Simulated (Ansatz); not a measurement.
H6F2Si3, singlet, geometry from GFN2-xTB, atoms displaced at random by about 0.08 Å a coordinate; Ansatz (an electronic-structure program) with R2SCAN/STO-3G, gradient.

Ansatz was given this input:
Ansatz 0.2 input:
```yaml
crystal:
  periodic: [false, false, false]
  atoms:
    - {symbol: Si, position_ang: [-2.35167470, -0.35544158, 0.33561044]}
    - {symbol: Si, position_ang: [-0.43624857, -0.40886667, -1.05595149]}
    - {symbol: Si, position_ang: [1.60972117, 0.30057176, -0.20201867]}
    - {symbol: F, position_ang: [1.18623242, 1.70816923, 0.44676729]}
    - {symbol: F, position_ang: [1.65091854, -0.43902884, 1.19796082]}
    - {symbol: H, position_ang: [-2.13624320, -1.26037911, 1.62763203]}
    - {symbol: H, position_ang: [-3.56410381, -0.82344264, -0.36466511]}
    - {symbol: H, position_ang: [-2.79652635, 0.87546092, 0.83251598]}
    - {symbol: H, position_ang: [-0.61584407, 0.23372785, -2.37031214]}
    - {symbol: H, position_ang: [-0.17760332, -1.90758219, -1.50195886]}
    - {symbol: H, position_ang: [2.76598905, 0.39304833, -0.89778301]}
basis:
  gaussian:
    orbitals: STO-3G
hamiltonian:
  xc: r2scan
output: {forces: true}
```

What the program printed (banner, timings and long lists left out):

```
Functional definition: r2SCAN
512 factors; integrals over basis functions are off by at most 3.8e-5 eV
mean field evaluation 1: about -28805.2429 eV, gradient 2.9e1 eV
mean field evaluation 2: about -28802.7776 eV, gradient 4.1e1 eV
mean field evaluation 4: about -28808.3630 eV, gradient 1.2e0 eV
mean field evaluation 8: about -28808.2978 eV, gradient 2.0e-2 eV
mean field -28808.29783790 eV, -1058.6854185773 hartree, gradient 2.1e-5 eV, S^2 0.000000; 0 other end points of the search recorded, 0 dependent functions left out
the calculation of the forces begins
reference -28808.29784510 eV, -1058.6854188418 hartree; 33, 33 occupied and 10, 10 virtual orbitals, 512 factors
Total energy: -28808.29784510 eV, -1058.6854188418 hartree
Atom 0 at    -2.351675    -0.355442     0.335610 Å, force     0.928829    -2.841372     0.807919 eV/Å
Atom 1 at    -0.436249    -0.408867    -1.055951 Å, force     0.265772    -2.472205    -1.265779 eV/Å
Atom 2 at     1.609721     0.300572    -0.202019 Å, force    -4.758706     0.071752     0.298906 eV/Å
Atom 3 at     1.186232     1.708169     0.446767 Å, force     0.108682     2.446233     0.069907 eV/Å
Atom 4 at     1.650919    -0.439029     1.197961 Å, force     1.158182    -2.168663     2.194598 eV/Å
Atom 5 at    -2.136243    -1.260379     1.627632 Å, force    -0.317947     1.477145    -2.388289 eV/Å
Atom 6 at    -3.564104    -0.823443    -0.364665 Å, force     0.755891    -0.133898     0.161477 eV/Å
Atom 7 at    -2.796526     0.875461     0.832516 Å, force     0.096952     1.431027     0.387650 eV/Å
Atom 8 at    -0.615844     0.233728    -2.370312 Å, force    -0.302810    -0.050835     0.592867 eV/Å
Atom 9 at    -0.177603    -1.907582    -1.501959 Å, force    -0.677589     2.301823     0.866594 eV/Å
Atom 10 at     2.765989     0.393048    -0.897783 Å, force     2.742744    -0.061008    -1.725850 eV/Å
Dipole moment:     0.186508    -0.015543    -0.230903 e Å
```
